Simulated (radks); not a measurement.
Correlation energies from several functionals, in hartree. Species: P4+ [Ne] 3s1; Cl2+ [Ne] 3s2 3p3; Tb4+ [Xe] 4f7. Calculated with a radial shooting solver on a logarithmic mesh with Libxc functionals: non-relativistic Kohn-Sham, exchange-only LDA, spin-polarised, spherical densities, point nucleus. Every spin shell is full or empty, so the densities are truly spherical. Functionals are evaluated on that one density, not self-consistently.

| functional | P4+ | Cl2+ | Tb4+ |
|---|---|---|---|
| PW92 | -0.93557 | -1.1941 | -6.2264 |
| PZ | -0.93270 | -1.1880 | -6.2191 |
| Chachiyo | -0.92011 | -1.1702 | -6.1445 |
| PBEsol | -0.48215 | -0.64979 | -3.9898 |
| PW91 | -0.45444 | -0.61094 | -3.8234 |
| revTPSS | -0.41699 | -0.57237 | -3.5775 |
| SCAN | -0.40524 | -0.55253 | -3.5684 |
| Tao-Mo | -0.36870 | -0.50635 | -3.4492 |
